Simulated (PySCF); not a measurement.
## Name the molecule from its bond curve

A diatomic of charge -1 contains I. Its singlet curve at r²SCAN0 in a double-zeta basis (scalar-relativistic core potentials, PySCF), in eV from the separated fragments:

(R (Å), E (eV)): (1.699, 0.077), (1.778, -0.568), (1.857, -0.905), (1.917, -1.016), (1.976, -1.040), (2.035, -0.999), (2.114, -0.875), (2.213, -0.651), (2.332, -0.335), (2.490, 0.101)

The fit gives ωe = 607 cm⁻¹ and the rotational constant Bₑ = 0.3073 cm⁻¹.

Task: Which atom is the partner?

Result: The minimum lies at 1.965 Å, so the reduced mass is 16.8576 u Å² cm⁻¹/(Bₑ·Re²) = 14.21 u. With I at 126.90 u the partner weighs about 16.0 u: O. The molecule is IO⁻.

Spin–orbit coupling is left out.
